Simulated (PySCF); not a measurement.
# One molecule, several mistakes: AlBGeH4N cation

These are calculations, not measurements. The program is PySCF 2.14.0, an open-source quantum chemistry code, run on an isolated molecule that a program drew, which may never have been made. The molecule is AlBGeH4N cation (charge +1, singlet), drawn as the SMILES string `[AlH2][B+][N]=[GeH2]`.

Each row is a Hartree-Fock (HF) and frozen-core CCSD(T) single point in the cc-pV(D+d)Z basis, meant for a local HF minimum. Run 1 is clean. Each other run has one planted mistake out of seven kinds, and not every kind appears here: one electron removed, one electron added, multiplicity raised by two, geometry at a saddle point, minimal basis STO-3G, one bond length entered in bohr, all coordinates scaled. The reference is restricted for singlets and unrestricted otherwise, and also for a bond in bohr. Adding or removing an electron swaps singlet and doublet. Electrons count all cores. HOMO and LUMO are orbital energies over both spins, the gradient is its largest component, and the lowest frequency (negative if imaginary) is given only where the gradient is small. Bond lengths are over the 7 bonds as drawn. T1 is the CCSD diagnostic: over 0.02 (restricted) or 0.045 (unrestricted) a single reference is doubtful. Germanium has the cc-pVDZ-PP basis, with a core potential (ECP10MDF) in place of its 10 inner electrons, and its 3s, 3p and 3d shells are frozen in CCSD(T).

Geometry of the clean run:
```xyz
8
AlBGeH4N cation, angstrom
Al   -0.7283    0.7149   -3.5465
B    -0.7496    1.6055   -1.5529
N    -0.7624    2.1268   -0.3848
Ge   -0.7781    2.8220    1.1708
H    -1.8706    1.2016   -4.4927
H     0.4265   -0.3055   -3.7949
H    -1.5362    2.1322    2.2768
H    -0.0337    4.1118    1.4074
```

```
run,electrons,basis functions,<S^2>,HOMO (eV),LUMO (eV),gradient (hartree/bohr),lowest frequency (cm^-1),mean bond (Å),longest bond (Å),T1,HF (hartree),CCSD(T) (hartree),mistake
1,60,94,0.000,-15.57,-4.73,1.3e-05,63,1.6149,2.184,0.0169,-616.51266,-616.93389,no fault
2,59,94,0.817,-20.35,-13.24,5.3e-02,-,1.6149,2.184,0.0352,-615.98448,-616.38559,one electron removed
3,60,94,0.905,-15.53,-5.18,1.5e-02,-,1.8066,2.849,0.0325,-616.41295,-616.81796,one bond length entered in bohr
4,60,94,0.000,-15.82,-4.72,7.6e-02,-,1.5374,2.079,0.0149,-616.49024,-616.90296,all coordinates scaled
5,60,94,0.000,-15.55,-4.83,3.7e-05,-64,1.6154,2.187,0.0164,-616.51215,-616.93305,?
6,60,94,2.373,-11.36,-7.49,6.3e-02,-,1.6149,2.184,0.0441,-616.35878,-616.77497,?
```

**Which mistake was planted in run 5, and what did it cost?**

The gradient is small, so the point is stationary, but the lowest frequency is imaginary (-64 cm^-1). So the mistake is: geometry at a saddle point. Subtracting run 1 and multiplying by 627.51 kcal/mol a hartree, the energy moved by 0.3 kcal/mol in HF and 0.5 kcal/mol in CCSD(T).

**Which mistake was planted in run 6, and what did it cost?**

Electrons, basis and geometry are unchanged, and <S^2> is 2.373, beside S(S+1) = 2.00 for a multiplicity of 3. So the mistake is: multiplicity raised by two. Subtracting run 1 and multiplying by 627.51 kcal/mol a hartree, the energy moved by 96.6 kcal/mol in HF and 99.7 kcal/mol in CCSD(T).

